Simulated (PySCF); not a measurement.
**Stretching PbBr**

Set-up: basis Pb def2-TZVPP with ECP60, Br def2-TZVPP; scalar-relativistic core potentials; PySCF 2.14. Energies in eV from Pb + Br in their ground configurations at the same level. State: ²Π (doublet), unpaired electrons π ↑.

All columns are PBE0. A positive dipole means Pb(−)Br(+).

| R (Å) | E (eV) | μ (D) | Mulliken charge on Pb (basis-dependent) | HOMO (eV) | LUMO (eV) | Mayer bond order | ⟨S²⟩ |
| --- | --- | --- | --- | --- | --- | --- | --- |
| 2.245 | -2.430 | -1.21 | 0.31 | -4.31 | -2.63 | 1.16 | 0.75 |
| 2.349 | -3.007 | -1.88 | 0.35 | -4.47 | -2.77 | 1.10 | 0.75 |
| 2.453 | -3.317 | -2.54 | 0.37 | -4.63 | -2.92 | 1.06 | 0.75 |
| 2.532 | -3.424 | -3.03 | 0.39 | -4.74 | -3.03 | 1.03 | 0.75 |
| 2.610 | -3.454 | -3.51 | 0.41 | -4.86 | -3.13 | 1.00 | 0.75 |
| 2.688 | -3.426 | -3.99 | 0.42 | -4.97 | -3.24 | 0.98 | 0.75 |
| 2.793 | -3.324 | -4.61 | 0.44 | -5.11 | -3.38 | 0.95 | 0.75 |
| 2.923 | -3.130 | -5.36 | 0.46 | -5.28 | -3.54 | 0.91 | 0.75 |
| 3.080 | -2.846 | -6.23 | 0.48 | -5.48 | -3.72 | 0.87 | 0.75 |
| 3.289 | -2.438 | -7.30 | 0.51 | -5.71 | -3.95 | 0.83 | 0.76 |

A fit through these points gives, at Re = 2.607 Å, μ = -3.50 D and dμ/dR = -6.14 D/Å; the reduced mass is 57.21 u.

**Question.** How strong is the fundamental in the double-harmonic approximation, I = 42.26·(dμ/dR)²/μred km/mol?

**Answer.** I = 42.26·(-6.14)²/57.21 = 27.8 km/mol at PBE0.

Spin–orbit coupling is left out, which matters for elements this heavy, above all for dissociation energies. The state was picked by a PBE0 search and need not be the measured ground state.
